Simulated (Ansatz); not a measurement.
Input file for Ansatz (a first-principles code): R-PBE0/def2-TZVPPD on AsH6P (a complex), monomers drawn apart or pushed together. Files ending in .json are basis or fitting sets from the Basis Set Exchange.

Ansatz 0.2 input:
```yaml
crystal:
  periodic: [false, false, false]
  atoms:
    - {symbol: P, position_ang: [-0.55176334, 0.17664237, 0.27429872]}
    - {symbol: H, position_ang: [0.71621281, -0.45638740, 0.25560218]}
    - {symbol: H, position_ang: [-1.26417286, -1.04837040, 0.24526878]}
    - {symbol: H, position_ang: [-0.59406875, 0.34277546, -1.13506981]}
    - {symbol: As, position_ang: [-0.45908042, -0.20757826, 3.52750199]}
    - {symbol: H, position_ang: [-1.82280834, 0.46990781, 3.56538367]}
    - {symbol: H, position_ang: [0.27453939, 1.12603724, 3.58596728]}
    - {symbol: H, position_ang: [-0.42396109, -0.36795882, 5.04573803]}
basis:
  gaussian:
    orbitals: def2-TZVPPD.json
hamiltonian:
  xc: {name: PBE0}
scf: {lower_state_search: off}
```

The head of its log:

```
WARN ansatz: RAYON_NUM_THREADS=2 ignored (pool sized by the plan → 2); use --threads N
Functional definition: PBE0
these checks for a lower state are left out or cut short: stability, starts, cluster_reference, orbital_swaps, neighbouring_geometries, increment
integrals: 0.11 GiB planned
1131 factors; their error is unknown
mean field: 1.02 GiB planned
mean field evaluation 1: about -70215.5263 eV, gradient 1.5e1 eV
mean field evaluation 2: about -70215.8968 eV, gradient 1.0e1 eV
```

Task: Give the final energy of this run.

Result: -2580.4031 hartree.
